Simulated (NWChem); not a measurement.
Molecule: PbNH3O, singlet; SMILES [NH2][Pb][OH]

```xyz
6

Pb     0.2745    -0.0176     0.0000
O     -1.1693    -1.5579     0.0000
H     -2.0769    -1.2305     0.0000
N     -1.1463     1.5840     0.0000
H     -2.1576     1.4811     0.0000
H     -0.8947     2.5684     0.0000
```
Atoms are numbered in this order, from 1.

Low-valent species are run as closed-shell singlets; no triplet was tried in these runs. All runs use the structure optimised with PBE0/def2-SVP. No frequency run checked for a minimum. def2 effective core potentials on Pb; no spin-orbit coupling.

Symmetry labels are those of Cs in the frame above (b1 and b2, or b-type labels, depend on it).

Q: List the 4 lowest vertical singlet excitations from PBE/def2-SVPD with def2 effective core potentials on Pb, TDA (NWChem).

A: 
| state | energy (eV) | oscillator strength | symmetry | leading excitation (squared amplitude) |
|---|---|---|---|---|
| S1 | 4.24 | 0.060 | a' | HOMO → LUMO (0.86) |
| S2 | 4.46 | 0.017 | a" | HOMO−1 → LUMO (0.90) |
| S3 | 4.80 | 0.004 | a" | HOMO → LUMO+1 (0.99) |
| S4 | 4.90 | 0.033 | a' | HOMO−2 → LUMO (0.83) |
